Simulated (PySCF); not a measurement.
C4H4OSe, SMILES C=C1[Se]CC1=O. The structure is a stationary point at PBE-D3(BJ)/def2-SVP. This is a generated structure with no PubChem entry under its InChIKey; it may be hypothetical.

The numbers are results of PBE-D3(BJ)/def2-SVP run with PySCF, not measurements.

Harmonic wavenumbers (cm⁻¹): 89, 242, 291, 393, 409, 546, 585, 649, 667, 759, 820, 851, 1014, 1015, 1106, 1140, 1335, 1353, 1627, 1810, 3015, 3080, 3090, 3188. Rotational constants (GHz): 4.122, 2.001, 1.359; symmetry number 1.

**Question.** Work out the zero-point energy and the ideal-gas rigid-rotor harmonic-oscillator thermochemistry at 298.15 K and 1 atm.

**Answer.** ZPE = ½ Σ hcν = ½ × 29073 cm⁻¹ = 41.56 kcal/mol. H − E(el) = 46.00 kcal/mol. Entropy in cal/(mol K): translation 40.87, rotation 27.75, vibration 11.55, total 80.17. G − E(el) = 22.09 kcal/mol. Cp = 23.83 cal/(mol K). Modes under 150 cm⁻¹ make the vibrational entropy uncertain.
